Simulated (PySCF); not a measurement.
Problem. Write a Z-matrix for p-divinylbenzene, `C=Cc1ccc(C=C)cc1` as optimised with PBE0-D3(BJ)/def2-SVP.

Solution. 
Z-matrix in Å and degrees, rows numbered from 1:
```
C 
C   1  1.3389
C   2  1.4660  1  127.33
C   3  1.4053  2  119.10  1  -179.93
C   4  1.3871  3  121.56  2   180.00
C   5  1.4037  4  120.93  3     0.00
C   6  1.4660  5  123.30  4   180.00
C   7  1.3389  6  127.30  5    -0.02
C   6  1.4053  5  117.48  4     0.00
C   9  1.3870  6  121.61  5    -0.00
H   1  1.0921  2  120.68  3  -180.00
H   1  1.0935  2  122.60  3     0.01
H   2  1.0962  1  118.08  3  -180.00
H   4  1.0935  3  118.96  2    -0.00
H   5  1.0920  4  119.14  3  -180.00
H   7  1.0962  6  114.61  5   179.98
H   8  1.0935  7  122.65  6    -0.01
H   8  1.0921  7  120.79  6   180.00
H   9  1.0935  6  118.94  5   180.00
H  10  1.0920  3  119.95  2     0.01
```

Of the pairs four or more bonds apart, H15···H17 is among the closest relative to their van der Waals radii: 2.18 Å, 91 % of the sum of Bondi's values. The 10 C–C bonds span 1.339 Å (C7=C8, drawn double) to 1.466 Å (C2–C3, drawn single), a spread of 0.127 Å. The 6-membered ring C3–C4–C5–C6–C9–C10 has internal angles of 117.5° to 121.6°; it is planar, 0.00 Å rms from its mean plane, widest ring torsion 0°. The 10 heavy atoms lie in one plane (0.000 Å rms).

The calculation used PySCF, PBE0-D3(BJ)/def2-SVP geometry optimisation, gas phase.

Point group: C2h (tolerance 0.08 Å). PBE0-D3(BJ)/def2-SVP frequencies: not computed here. The numbers are those of one conformer (C1–C2–C3–C4 180°, C5–C6–C7–C8 0°).

The run took 40 s wall on one thread, Intel Xeon 6975P-C (x86_64), no GPU, shared host, and the process peaked at 0.92 GiB of memory. These figures are those of the optimisation.
